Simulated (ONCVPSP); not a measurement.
## vanadium: one change to an ONCV potential, before and after

ONCVPSP 4.0.1 input, shortened (lines: element, Z, core and valence counts, functional; n l f; lmax; l rc ep ncon nbas qcut; lloc lpopt rc5 dvloc0; l nproj debl; icmod fcfact rcfact), LDA (Perdew-Wang 92), scalar-relativistic:

```
  V 23.00    5    2  -001012      upf
    1    0    2.00
    2    0    2.00
    2    1    6.00
    3    0    2.00
    3    1    6.00
    3    2    3.00
    4    0    2.00
    2
    0    2.95    0.00    3    7    2.10
    1    2.45    0.09    5    8    3.20
    2    2.20    0.00    4    8    7.40
    4    3    1.85    1.00
    0    2    3.10
    1    2    2.60
    2    2    3.30
    0    0.00    0.00
```

In the p channel the program set the typed energies aside and used 0.050, 2.650 Ha.

Change: d: rc 1.72; local potential polynomial inside 1.72 bohr (lpopt 3, dvloc0 1 Ha).

Cutoffs: the cutoffs (Ha) at which the residual kinetic energy of the hardest occupied pseudo-wave falls to 1 and 0.1 mHa per electron; they do not see the model core or the augmentation charge, which bear on the density cutoff. Errors are all-electron minus pseudo energies relative to the spin-unpolarised reference configuration.

Q: Predict the effect on cutoff, ghosts and configuration errors.

A: The potential gets harder (21 Ha and 23 Ha → 26 Ha and 55 Ha); of the 4 tests that both files solve, the error grows in 0 and shrinks in 2 by more than 15 % and 0.3 meV (median size 23.4 → 4.1 meV); neither file shows a bound ghost. A smaller radius makes the pseudo-wave follow the all-electron one further in, where it bends more sharply, so more plane waves are needed.

| quantity | base | changed |
| --- | --- | --- |
| cutoff, loose | 21 Ha | 26 Ha |
| cutoff, tight | 23 Ha | 55 Ha |
| loose cutoff by channel | s 2.6 Ha, d 21 Ha | s 2.6 Ha, d 26 Ha |
| bound ghosts | none | none |
| GHOST(+) flags under 300 eV | s at 86.2 eV | s at 82.3 eV, p at 101.1 eV |
| error for 3d3 4s1, meV [ΔE 7.93 eV] | +7.3 | +6.3 |
| error for 3d3 4s0, meV [ΔE 22.47 eV] | +39 | +37 |
| error for 3d2 4s0, meV [ΔE 51.63 eV] | +88 | -1.8 |
| error for 3d3 4s1.5, meV [ΔE 3.18 eV] | +1.7 | +1.4 |
| s: phases at 2.99 bohr within 0.05 rad from the reference energy up to (Ha; the scan ends near 5) | 1.0 | 1.0 |
| p: phases at 2.49 bohr within 0.05 rad from the reference energy up to (Ha; the scan ends near 5) | 3.1 | 3.1 |
